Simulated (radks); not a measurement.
Task: These are the eigenvalues of the occupied orbitals of an atom or ion with whole-number occupations (eV). All-electron calculation, scalar-relativistic Kohn-Sham, MS2 meta-GGA, spin-unpolarised, spherical densities, finite nucleus; meta-GGA in the generalised Kohn-Sham scheme; Fermi nuclear charge, rms radius of each element as measured or else 0.836 A^(1/3) + 0.57 fm. Program: a radial shooting solver on a logarithmic mesh with Libxc functionals.

orbital  eigenvalue
1s        -90707.92
2s        -16334.25
2p        -13974.72
3s        -3971.543
3p        -3295.503
3d        -2616.407
4s        -938.6390
4p        -716.6484
4d        -462.4044
5s        -188.9506
4f        -183.3543
5p        -127.1172
5d         -57.1099
6p         -26.7187
7p         -10.6162

Which element is it, and in what charge state? The configuration may be excited.

Result: Z = 83, bismuth, charge +2: Bi2+ in [Xe] 4f14 5d10 6p1 7p2. The list shows which subshells hold electrons but not how many an open one holds; the 1s level, -3333.5 hartree, gives Z - s = 81.7 by -(Z - s)^2/2, which with screening and relativity narrows Z to a few neighbours, and the depths of the outer levels then fix element, charge and occupations together.
